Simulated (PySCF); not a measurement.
Re(O)3(OH) anion (HO4Re), SMILES [O]=[Re](=[O])(=[O])[OH] (connectivity only; charge and spin as stated), charge -1, multiplicity 2.

Geometry: PBE0-D3(BJ)/def2-SVPD. A frequency run showed that this geometry is not a minimum. The multiplicity is an assumed one; no other spin state was optimised. The isomer is the one that the SMILES or the coordinates give; other isomers of the formula were not compared. The def2 effective core potentials stand for the cores of Re; spin–orbit coupling is left out. The values are those of a single conformer.

All values below come from PBE0-D3(BJ)/def2-SVPD (PySCF).

Frequencies are harmonic and unscaled.

```tsv
mode	ν (cm⁻¹)	IR (km/mol)	moving atoms (share of kinetic energy)
1	176i	114.1	H 55 %, O 41 %
2	157	7.3	O 84 %, Re 10 %
3	238	2.2	O 53 %, H 38 %, Re 10 %
4	268	21.0	O 88 %, Re 12 %
5	287	17.1	O 91 %, Re 8 %
6	342	5.3	O 96 %
7	584	189.7	O 90 %, Re 9 %
8	813	91.8	H 92 %
9	883	325.7	O 89 %, Re 11 %
10	892	299.4	O 90 %, Re 10 %
11	964	38.1	O 97 %
12	3940	91.1	H 94 %
```
